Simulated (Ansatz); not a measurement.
Total energies of FH$_{2}$IOSi, SMILES `O[SiH](F)I`.

Cartesian coordinates in Å:
```
O 0.186 -1.046 0.823
Si -0.247 0.023 -0.315
F -1.523 0.853 0.138
I 1.520 1.639 -0.721
H 0.644 -0.742 1.608
H -0.581 -0.726 -1.533
```

Charge 0, multiplicity 1. Correlated methods include outer-core shells of I, which these sets cover unevenly. I takes the def2 core potential. The geometry is a stationary point of PBE0-D4/def2-TZVP. It is one conformer, not always the lowest. Basis def2-TZVPP, Ansatz 0.2.0.

RPA on PBE orbitals: Hartree–Fock energy of these orbitals -761.27022 Eh, correlation -1.54736 Eh (frozen core).

```csv
functional,energy without D4 (Eh),D4 term (kJ/mol)
LDA (SPW92),-760.97421,–
PBE,-763.38448,-14.4
revPBE,-763.63648,-38.0
r2SCAN,-763.73916,-3.1
PBE0,-763.43927,-12.2
B3LYP,-763.83903,-23.7
r2SCANh,-763.71751,-3.4
HSE06 (plane-wave form),-763.42399,-11.5
BHLYP,-763.60644,-20.8
CAM-B3LYP,-763.69111,-12.6
ωB97X-V,-763.60558,–
ωB97M-V,-763.64318,–
B2PLYP,-763.34039,–
PBE-QIDH,-763.18582,–
```

(1) Give the same for BLYP, B97M-V, r2SCAN0, LC-ωPBE. (Best estimate.)

B3LYP takes the VWN-RPA correlation (the form of Gaussian; ORCA's B3LYP/G). HSE06 is the plane-wave form, built on full-range PBE exchange. The double hybrids freeze the cores in their second-order part.

## Answers

(1) Computed: 
| functional | energy without D4 (Eh) | D4 term (kJ/mol) |
| --- | --- | --- |
| BLYP | -763.64418 | -31.2 |
| B97M-V | -763.57346 | – |
| r2SCAN0 | -763.68603 | -3.8 |
| LC-ωPBE | -763.57153 | – |

LC-ωPBE has ω = 0.4 bohr⁻¹.
